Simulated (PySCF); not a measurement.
Species: C₃H₉NOSi₂.
SMILES: `O=CN/C([SiH3])=C/[SiH3]`

Computed with PySCF at PBE0/def2-SVPD, non-relativistic, on one gas-phase PBE0-D3(BJ)/def2-SVP geometry that isn't relaxed in the solvent. The solvent is an IEF-PCM continuum (van der Waals radii × 1.2), and excitations are vertical TDDFT with non-equilibrium linear response and a frozen core. The model holds no explicit solvent molecules, cavitation or dispersion.

Gas-phase singlets (H = HOMO, L = LUMO):

| state | E (eV) | λ (nm) | f | leading configuration |
| --- | --- | --- | --- | --- |
| S1 | 5.160 | 240 | 0.118 | H-1→L 62% |
| S2 | 5.194 | 239 | 0.320 | H→L 69% |
| S3 | 6.050 | 205 | 0.000 | H→L+1 96% |
| S4 | 6.286 | 197 | 0.004 | H→L+2 72% |
| S5 | 6.301 | 197 | 0.003 | H-3→L 32% |

Task: How does the list change in chloroform (ε = 4.711)?

Result: 
```tsv
state	E (eV)	λ (nm)	f	leading configuration	change by rank (eV)
S1	5.038	246	0.562	H→L 97%	-0.122
S2	5.250	236	0.005	H-1→L 87%	+0.056
S3	6.245	199	0.001	H→L+2 92%	+0.195
S4	6.272	198	0.008	H→L+1 92%	-0.014
S5	6.303	197	0.006	H-2→L 78%	+0.002
```

Task: The ground-state energy changes by -0.219 eV from gas to chloroform. By how much does the total energy of gas-phase S2 change?

Result: E(S2) = E(S0) + excitation energy, so it changes by -0.219 − 0.156 = -0.375 eV: it is lowered more than the ground state, which is what a red shift means. This is the vertical state, with the slow part of the continuum still set for S0.

Task: How do the frontier levels move from gas to chloroform?

Result: 
```json
{"orbital": "LUMO+2", "gas (eV)": "0.15", "solvent (eV)": "0.43", "change (eV)": "+0.28"}
{"orbital": "LUMO+1", "gas (eV)": "0.13", "solvent (eV)": "0.31", "change (eV)": "+0.18"}
{"orbital": "LUMO", "gas (eV)": "-1.38", "solvent (eV)": "-1.25", "change (eV)": "+0.13"}
{"orbital": "HOMO", "gas (eV)": "-7.12", "solvent (eV)": "-6.97", "change (eV)": "+0.15"}
{"orbital": "HOMO-1", "gas (eV)": "-8.12", "solvent (eV)": "-8.05", "change (eV)": "+0.07"}
{"orbital": "HOMO-2", "gas (eV)": "-9.14", "solvent (eV)": "-9.04", "change (eV)": "+0.10"}
{"orbital": "HOMO-3", "gas (eV)": "-9.16", "solvent (eV)": "-9.13", "change (eV)": "+0.03"}
```

The HOMO–LUMO gap goes from 5.73 to 5.72 eV. Rows go by rank; for HOMO-3, HOMO-2, LUMO+1 and LUMO+2 the atom shares or the degeneracy differ between the runs, so the row needn't follow one orbital.

The values belong to the conformer `[O:1]=[CH:2][NH:3]/[C:4]([SiH3:5])=[CH:6]/[SiH3:7]`: O1–C2–N3–C4 0°, C2–N3–C4–Si5 -3°.
